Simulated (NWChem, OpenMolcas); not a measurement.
A ladder of methods for CsCl (SMILES [Cl][Cs])

CsCl: 2 atoms, total charge 0, spin state singlet. SMILES: `[Cl][Cs]`. Geometry: the measured bond length.

```xyz
2

Cl    0.0000    0.0000    0.0000
Cs    0.0000    0.0000    2.9063
```

Quantity: the HOMO–LUMO gap, in eV. The values are calculated.

| level | kind | program | value (eV) | CPU time |
| --- | --- | --- | --- | --- |
| HF/def2-TZVPP (core potential) | Hartree–Fock | NWChem | 8.86 | 5.2 s |
| revPBE/def2-TZVPP (core potential) | GGA | OpenMolcas | 3.10 | 8.3 s |
| M06-L/def2-TZVPP (core potential) | meta-GGA | NWChem | 3.77 | 11 s |
| TPSS/def2-TZVPP (core potential) | meta-GGA | NWChem | 3.38 | 7.7 s |
| B1LYP/def2-TZVPP (core potential) | global hybrid | NWChem | 4.64 | 3.7 s |
| M06-2X/def2-TZVPP (core potential) | hybrid meta-GGA | NWChem | 6.12 | 8.2 s |
| CAM-B3LYP/def2-TZVPP (core potential) | range-separated hybrid | NWChem | 6.58 | 17 s |
| B2PLYP/def2-TZVPP (core potential) | double hybrid | NWChem | 6.33 | 10 s |

The values span 3.10 to 8.86 eV. Orbital gaps aren't excitation energies, and those of double hybrids come from the SCF part alone; they tend to grow with the share of exact exchange. CPU times are rough (shared hosts, several kinds of processor): they show what a rung costs within a factor of a few.
